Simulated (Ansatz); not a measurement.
Frontier orbitals of C3H9NSi (`C/C(N)=C\[SiH3]`).

Charge 0, multiplicity 1. Geometry: relaxed with PBE0-D4/def2-TZVP. It is one conformer, not always the lowest. Basis def2-TZVPP, Ansatz.

```json
{"functional": "PBE", "HOMO (eV)": "-5.02", "LUMO (eV)": "-0.72", "gap (eV)": "4.30"}
{"functional": "r2SCAN", "HOMO (eV)": "-5.21", "LUMO (eV)": "-0.48", "gap (eV)": "4.73"}
{"functional": "PBE0", "HOMO (eV)": "-6.12", "LUMO (eV)": "0.18", "gap (eV)": "6.30"}
{"functional": "CAM-B3LYP", "HOMO (eV)": "-7.39", "LUMO (eV)": "1.24", "gap (eV)": "8.63"}
{"functional": "LC-ωPBE", "HOMO (eV)": "-8.71", "LUMO (eV)": "2.36", "gap (eV)": "11.07"}
{"functional": "ωB97M-V", "HOMO (eV)": "-8.28", "LUMO (eV)": "2.03", "gap (eV)": "10.31"}
{"functional": "HF", "HOMO (eV)": "-8.57", "LUMO (eV)": "3.27", "gap (eV)": "11.84"}
```

From PBE to PBE0 the HOMO moves by −1.10 eV and the LUMO by +0.91 eV, and with ωB97M-V by −3.27 and +2.75 eV, so the gap grows from 4.29 to 10.31 eV with exact exchange. A positive LUMO is unbound and depends on the basis.

LC-ωPBE has ω = 0.4 bohr⁻¹.
